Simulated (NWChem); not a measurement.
System: C3HF4, doublet; SMILES F/C=[C]/C(F)(F)F

Parts of the log:

```
             Northwest Computational Chemistry Package (NWChem) 7.3.0
             --------------------------------------------------------

 CS  symmetry detected

                             Geometry "geometry" -> ""
                             -------------------------

 Output coordinates in angstroms (scale by  1.889725989 to convert to a.u.)

  No.       Tag          Charge          X              Y              Z
 ---- ---------------- ---------- -------------- -------------- --------------
    1 F                    9.0000    -0.23489785    -2.91700349     0.00000000
    2 C                    6.0000     0.31558749    -1.70155479     0.00000000
    3 C                    6.0000    -0.37589467    -0.57201745     0.00000000
    4 C                    6.0000    -0.06383804     0.86936444     0.00000000
    5 F                    9.0000    -0.56363782     1.49235878    -1.08924893
    6 F                    9.0000    -0.56363782     1.49235878     1.08924893
    7 F                    9.0000     1.28665025     1.06001069     0.00000000
    8 H                    1.0000     1.42458052    -1.72427605     0.00000000

 Effective nuclear repulsion energy (a.u.)     301.4153238964

      Symmetry information
      --------------------

 Group name             Cs
 Group number              2
 Group order               2
 No. of unique centers     7

                                Z-matrix (autoz)
                                --------

 Units are Angstrom for bonds and degrees for angles

      Type          Name      I     J     K     L     M      Value
      ----------- --------  ----- ----- ----- ----- ----- ----------
    1 Stretch                  1     2                       1.33430
    2 Stretch                  2     3                       1.32439
    3 Stretch                  2     8                       1.10923
    4 Stretch                  3     4                       1.47477
    5 Stretch                  4     5                       1.35070
    6 Stretch                  4     6                       1.35070
    7 Stretch                  4     7                       1.36388
    8 Bend                     1     2     3               124.15968
    9 Bend                     1     2     8               113.19239
   10 Bend                     2     3     4               136.30989
   11 Bend                     3     2     8               122.64793
   12 Bend                     3     4     5               111.86976
   13 Bend                     3     4     6               111.86976
   14 Bend                     3     4     7               110.25116
   15 Bend                     5     4     6               107.49797
   16 Bend                     5     4     7               107.57325
   17 Bend                     6     4     7               107.57325
   18 Torsion                  1     2     3     4         180.00000
   19 Torsion                  2     3     4     5         119.66067
   20 Torsion                  2     3     4     6        -119.66067
   21 Torsion                  2     3     4     7           0.00000
   22 Torsion                  4     3     2     8           0.00000

                           NWChem Geometry Optimization
                           ----------------------------

 maximum gradient threshold         (gmax) =   0.000450
 rms gradient threshold             (grms) =   0.000300
 maximum cartesian step threshold   (xmax) =   0.001800
 rms cartesian step threshold       (xrms) =   0.001200
 fixed trust radius                (trust) =   0.300000
 source of zmatrix                         =   autoz

          -------------------
          Energy Minimization
          -------------------

 Using diagonal initial Hessian
 Scaling for Hessian diagonals: bonds = 1.00  angles = 0.25  torsions = 0.10

          --------
          Step   0

                                 NWChem DFT Module
                                 -----------------

[...]

      ----------------------
      Optimization converged
      ----------------------

  Step       Energy      Delta E   Gmax     Grms     Xrms     Xmax
  ---- ---------------- -------- -------- -------- -------- --------
@    7    -511.36716541 -3.2D-07  0.00002  0.00001  0.00008  0.00028
                                     ok       ok       ok       ok

                                Z-matrix (autoz)
                                --------

 Units are Angstrom for bonds and degrees for angles

      Type          Name      I     J     K     L     M      Value     Gradient
      ----------- --------  ----- ----- ----- ----- ----- ---------- ----------
    1 Stretch                  1     2                       1.36574   -0.00000
    2 Stretch                  2     3                       1.30683   -0.00001
    3 Stretch                  2     8                       1.08787   -0.00000
    4 Stretch                  3     4                       1.45851    0.00001
    5 Stretch                  4     5                       1.37138   -0.00001
    6 Stretch                  4     6                       1.37138   -0.00001
    7 Stretch                  4     7                       1.38682    0.00002
    8 Bend                     1     2     3               124.57597   -0.00000
    9 Bend                     1     2     8               113.68419    0.00000
   10 Bend                     2     3     4               132.65947    0.00001
   11 Bend                     3     2     8               121.73984    0.00000
   12 Bend                     3     4     5               112.40979   -0.00000
   13 Bend                     3     4     6               112.40979   -0.00000
   14 Bend                     3     4     7               109.15454   -0.00000
   15 Bend                     5     4     6               107.11930    0.00000
   16 Bend                     5     4     7               107.77009    0.00000
   17 Bend                     6     4     7               107.77009    0.00000
   18 Torsion                  1     2     3     4         180.00000   -0.00000
   19 Torsion                  2     3     4     5         119.51907   -0.00000
   20 Torsion                  2     3     4     6        -119.51907    0.00000
   21 Torsion                  2     3     4     7           0.00000    0.00000
   22 Torsion                  4     3     2     8           0.00000   -0.00000

                         Geometry "geometry" -> "geometry"
                         ---------------------------------

 Output coordinates in angstroms (scale by  1.889725989 to convert to a.u.)

  No.       Tag          Charge          X              Y              Z
 ---- ---------------- ---------- -------------- -------------- --------------
    1 F                    9.0000    -0.19908835    -2.93313592     0.00000000
    2 C                    6.0000     0.30810815    -1.66506365     0.00000000
    3 C                    6.0000    -0.41553563    -0.57687657     0.00000000
    4 C                    6.0000    -0.06969311     0.84003739     0.00000000
    5 F                    9.0000    -0.55257809     1.49605789    -1.10324208
    6 F                    9.0000    -0.55257809     1.49605789     1.10324208
    7 F                    9.0000     1.31088458     0.97146180     0.00000000
    8 H                    1.0000     1.39539259    -1.62929791     0.00000000

 Effective nuclear repulsion energy (a.u.)     300.3119671205

      Symmetry information
      --------------------

 Group name             Cs
 Group number              2
 Group order               2
 No. of unique centers     7

                Final and change from initial internal coordinates
                --------------------------------------------------

                                Z-matrix (autoz)
                                --------

 Units are Angstrom for bonds and degrees for angles

      Type          Name      I     J     K     L     M      Value       Change
      ----------- --------  ----- ----- ----- ----- ----- ---------- ----------
    1 Stretch                  1     2                       1.36574    0.03145
    2 Stretch                  2     3                       1.30683   -0.01755
    3 Stretch                  2     8                       1.08787   -0.02135
    4 Stretch                  3     4                       1.45851   -0.01626
    5 Stretch                  4     5                       1.37138    0.02068
    6 Stretch                  4     6                       1.37138    0.02068
    7 Stretch                  4     7                       1.38682    0.02294
    8 Bend                     1     2     3               124.57597    0.41629
    9 Bend                     1     2     8               113.68419    0.49180
   10 Bend                     2     3     4               132.65947   -3.65042
   11 Bend                     3     2     8               121.73984   -0.90809
   12 Bend                     3     4     5               112.40979    0.54003
   13 Bend                     3     4     6               112.40979    0.54003
   14 Bend                     3     4     7               109.15454   -1.09662
   15 Bend                     5     4     6               107.11930   -0.37867
   16 Bend                     5     4     7               107.77009    0.19684
   17 Bend                     6     4     7               107.77009    0.19684
   18 Torsion                  1     2     3     4         180.00000    0.00000
   19 Torsion                  2     3     4     5         119.51907   -0.14161
   20 Torsion                  2     3     4     6        -119.51907    0.14161
   21 Torsion                  2     3     4     7           0.00000    0.00000
   22 Torsion                  4     3     2     8           0.00000    0.00000

[...]
```

Level: B3LYP/3-21G, spin-unrestricted. No stability test was run on the SCF state.

Q: Which NWChem input produces such a log?

A: One answer among several that fit: the input that was run:
```
start job
memory heap 200 mb stack 900 mb global 1100 mb
geometry units angstroms
  F     -0.227904    -2.922202    -0.000999
  C      0.318883    -1.705087     0.001173
  C     -0.376019    -0.577655    -0.002112
  C     -0.068346     0.864668    -0.000354
  F     -0.566775     1.486772    -1.090731
  F     -0.573295     1.485511     1.087758
  F      1.281551     1.059415     0.003829
  H      1.427930    -1.724440     0.005880
end
basis spherical
  * library 3-21g
end
dft
  odft
  mult 2
  xc b3lyp
  iterations 150
end
driver
  maxiter 120
end
task dft optimize
```
